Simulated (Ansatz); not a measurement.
Start from `O[SiH](F)CCl` and change one atom or group to get `O[SiH](O)F`.

Ansatz, PBE0-D4/def2-TZVP geometries, multiplicity 1. Each molecule was computed in one conformer, which needn't be the lowest.

| property | `O[SiH](F)CCl` |
| --- | --- |
| HOMO energy (B3LYP/def2-TZVPP) / eV | -8.20 |
| HOMO energy (PBE/def2-TZVPP) / eV | -7.04 |
| size of the dipole moment (PBE/def2-TZVPP) / D | 1.62 |
| size of the dipole moment (ωB97M-V/def2-TZVPP) / D | 1.69 |
| LUMO energy (ωB97M-V/def2-TZVPP) / eV | 1.83 |
| zero-point energy (PBE0-D4/def2-TZVP) / kJ/mol | 144.4 |

Question: What does the change do to each property? (An estimate is asked.)

Answer: Computed: 
```json
{"property": "HOMO energy (B3LYP/def2-TZVPP) / eV", "`O[SiH](O)F`": "-9.38", "shift": "-1.18"}
{"property": "HOMO energy (PBE/def2-TZVPP) / eV", "`O[SiH](O)F`": "-7.95", "shift": "-0.91"}
{"property": "size of the dipole moment (PBE/def2-TZVPP) / D", "`O[SiH](O)F`": "1.51", "shift": "-0.11"}
{"property": "size of the dipole moment (ωB97M-V/def2-TZVPP) / D", "`O[SiH](O)F`": "1.54", "shift": "-0.15"}
{"property": "LUMO energy (ωB97M-V/def2-TZVPP) / eV", "`O[SiH](O)F`": "2.15", "shift": "0.32"}
{"property": "zero-point energy (PBE0-D4/def2-TZVP) / kJ/mol", "`O[SiH](O)F`": "106.0", "shift": "-38.4"}
```

With PBE0 the HOMO falls by 1.19 eV and the LUMO rises by 0.83 eV, so the gap widens by about 2.02 eV. PBE moves the HOMO by -0.91 eV and ωB97M-V by -1.34 eV. The zero-point energy changes by -38.4 kJ/mol with -6 modes. Dipoles are sizes alone; their direction can turn.

B3LYP here is the variant with VWN-RPA as its local correlation; programs differ in this.
